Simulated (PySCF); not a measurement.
A structure optimised at PBE-D3(BJ)/def2-SVP, used in a PySCF frequency run:

```xyz
8

Zn    -0.0791    -0.9066     0.0000
C      0.6699     0.9894     0.0000
C     -0.3908     2.0480     0.0000
H      1.2926     0.9238     0.9161
H      1.2926     0.9238    -0.9161
H     -1.0240     2.0527    -0.9073
H     -1.0240     2.0527     0.9073
H      0.1616     3.0215     0.0000
```
Charge +1, spin multiplicity 1.

Question: Write its SMILES, formula and point group.

Answer: C[CH2][Zn+], C2H5Zn, Cs

Question: What are its rotational constants (standard atomic weights)?

Answer: 30.702, 3.6980, 3.4516 GHz
